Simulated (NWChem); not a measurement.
**Correlation energy of HCl₂Ge**

```xyz
4

Cl    -0.5506    -0.3191     1.7539
Ge     0.5255     0.3509     0.0000
Cl    -0.5506    -0.3191    -1.7539
H      1.9033    -0.3765     0.0000
```
Charge 0, spin multiplicity 2.

Program: NWChem. All single points use one geometry, from UPBE0/def2-SVP, a minimum by its harmonic frequencies.

Basis set: 3-21G. Each correlation energy counts from its own Hartree-Fock reference.

The Hamiltonian is non-relativistic. The correlated methods keep 19 core orbitals frozen. The structure started from a generated list of species. The unpaired electrons of the parent sit in orbitals of symmetry a' (Cs labels of the run); other states weren't searched. No SCF solution was tested for a lower state. Open-shell Hartree-Fock references start from PBE0 orbitals. Coupled-cluster values serve here as a point of comparison, not as the truth.

| method | correlation energy (mHa) |
|---|---|
| CCSD(T) on ROHF | ? |
| CCSD(T) on UHF | -154.1 |
| SCS-UMP2 | -130.3 |
| CCSD[T] on ROHF | ? |
| CCSD[T] on UHF | -154.6 |
| UMP2 | -129.8 |
| CCSD on UHF | ? |
| CCSD on ROHF | -152.3 |

Task: Fill in the missing entries.

Result: 
- CCSD(T) on ROHF, correlation energy (mHa): -155.4
- CCSD[T] on ROHF, correlation energy (mHa): -155.9
- CCSD on UHF, correlation energy (mHa): -151.2
